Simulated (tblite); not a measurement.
Compound: C8H12Si.
Geometry (GFN2-xTB, Å), atoms numbered from 1 in this order:
```xyz
21
C8H12Si angstrom
C     -0.667    3.172    0.603
C     -0.475    2.153   -0.005
Si    -0.166    0.567   -0.915
C     -0.829   -0.877    0.150
C     -2.301   -0.779    0.331
C     -3.183   -1.570   -0.254
C      1.726    0.367   -1.155
C      2.432    0.282    0.151
C      2.951   -0.824    0.655
H     -0.838    4.066    1.131
H     -0.846    0.630   -2.218
H     -0.576   -1.828   -0.320
H     -0.337   -0.848    1.123
H     -2.634    0.027    0.972
H     -2.877   -2.376   -0.901
H     -4.244   -1.451   -0.111
H      1.928   -0.526   -1.748
H      2.095    1.226   -1.715
H      2.478    1.207    0.710
H      2.917   -1.761    0.121
H      3.437   -0.842    1.615
```

All values are computed: GFN2-xTB (tblite) harmonic vibrations without scaling, gas phase. Errors from tens to a few hundred cm⁻¹ against measured bands are possible. Modes of hydrogen on silicon can be 10 to 20 % off. One conformer, not necessarily the lowest.

Harmonic wavenumbers (cm⁻¹): 29.4, 38.2, 54.9, 76.5, 88.4, 122.0, 140.6, 213.1, 241.9, 287.2, 325.2, 404.6, 410.7, 566.1, 598.8, 611.5, 625.1, 654.0, 680.3, 684.2, 745.5, 767.6, 793.0, 819.7, 880.7, 882.3, 956.2, 956.9, 1021.0, 1022.8, 1051.7, 1061.4, 1178.5, 1183.3, 1211.6, 1213.5, 1296.9, 1299.7, 1414.5, 1415.5, 1459.3, 1467.8, 1708.9, 1711.5, 2192.6, 2204.6, 2965.0, 2979.6, 2984.4, 2988.5, 3051.1, 3053.6, 3091.7, 3093.6, 3120.5, 3122.6, 3352.9.

A = 1550, B = 903.8, C = 672.2 MHz; mass 136.071 u (most abundant isotopes); point group C1, symmetry number 1.

Question: What is the zero-point energy?

Answer: ½Σν̃ = 36287 cm⁻¹ = 103.75 kcal/mol.

Question: Entropy at 400 K, 1 bar (ideal gas, RRHO, classical rotation)?

Answer: Translation 42.12, rotation 31.09, vibration 55.39: S = 128.6 cal/(mol K).

Question: And Cp and H(400 K) − H(0)?

Answer: Cp = 56.67 cal/(mol K), of which vibrations give 48.73 (their classical limit is 57 R = 113.3); H(400 K) − H(0) = 13.71 kcal/mol without the zero-point energy, 10.53 from vibrations.

Question: Blend soft modes into free rotors: weight 1/[1 + (100 cm⁻¹/ν̃)⁴] for the oscillator and the rest for a rotor with moment μB/(μ + B), μ = h/(8π²ν), B = 10⁻⁴⁴ kg m². What vibrational entropy results?

Answer: 48.37 cal/(mol K) in place of 55.39, which changes −T·S at 400 K by +2.81 kcal/mol.

Question: What must be added to the electronic energy to get the Gibbs energy at 400 K and 1 bar?

Answer: ZPE + [H(400 K) − H(0)] − T·S = 103.75 + 13.71 − 51.44 = 66.02 kcal/mol.

Question: Which modes carry the vibrational entropy at 400 K?

Answer: 29.4 cm⁻¹: 6.45; 38.2 cm⁻¹: 5.93; 54.9 cm⁻¹: 5.21; 76.5 cm⁻¹: 4.56; 88.4 cm⁻¹: 4.27; 122.0 cm⁻¹: 3.64 cal/(mol K); the other 51 give 25.32 together.

Question: How do the functions run with temperature in this model?

Answer: 
| T (K) | S (cal/(mol K)) | Cp (cal/(mol K)) | H − H(0) (kcal/mol) | G − H(0) (kcal/mol) | ln q(vib) |
| --- | --- | --- | --- | --- | --- |
| 50 | 64.1 | 17.5 | 0.62 | -2.58 | 1.45 |
| 100 | 78.2 | 23.5 | 1.66 | -6.16 | 3.71 |
| 298.15 | 113.6 | 45.8 | 8.47 | -25.39 | 11.19 |
| 373.15 | 124.8 | 54.0 | 12.22 | -34.33 | 13.74 |
| 500 | 142.2 | 65.5 | 19.83 | -51.28 | 17.88 |
| 750 | 172.0 | 81.2 | 38.31 | -90.68 | 25.49 |
| 1000 | 196.9 | 91.6 | 59.99 | -136.87 | 32.37 |

q(vib) and H(0) count from the zero-point level.

Hindered rotation and anharmonicity are outside this model. Other conformers, if any are populated, would add a mixing term that is left out. The structure is chiral; the term R ln 2 for an equal mix with its mirror image is left out.
